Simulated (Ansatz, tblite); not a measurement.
Cost and result up the ladder for the cluster Si4⁻ (the lowest doublet isomer of a short search) (4 atoms). The state is a doublet with charge -1. Geometry: B3LYP-D4/def2-TZVPD.

```xyz
4

Si    0.603   -1.197   -1.482
Si    1.033   -0.156    0.546
Si   -1.033    0.157   -0.546
Si   -0.603    1.196    1.482
```

Ansatz on 4 threads of Arm Neoverse V1 on a shared host; xTB runs through tblite on one thread. Times are rough, summed over both states, and most runs start from the orbitals of an earlier one. No level here is sound enough to serve as a yardstick. The other state is a singlet.

The xTB rows come from tblite. The structure comes from a short search, and lower isomers may exist.

Run but left out: HF/def2-TZVPPD (neutral singlet: restricted singlet, unstable towards broken spin symmetry).

Raw xTB energies of ions are shifted by several eV, and xTB has no spin-polarisation term.

```tsv
level	functions	wall time	vertical IE (eV)	remarks
GFN2-xTB	36	0.011 s	2.47	–
GFN1-xTB	36	0.033 s	10.39	–
PBE-D4/def2-TZVPD (with forces)	172	4.6 s	2.18	HOMO above zero (-1 doublet), restricted SCF unstable in HF (singlet)
PBE0-D4/def2-TZVPD	172	6.3 s	2.24	restricted SCF unstable in HF (singlet)
r2SCAN-D4/def2-TZVPD	172	11 s	2.36	restricted SCF unstable in HF (singlet)
```
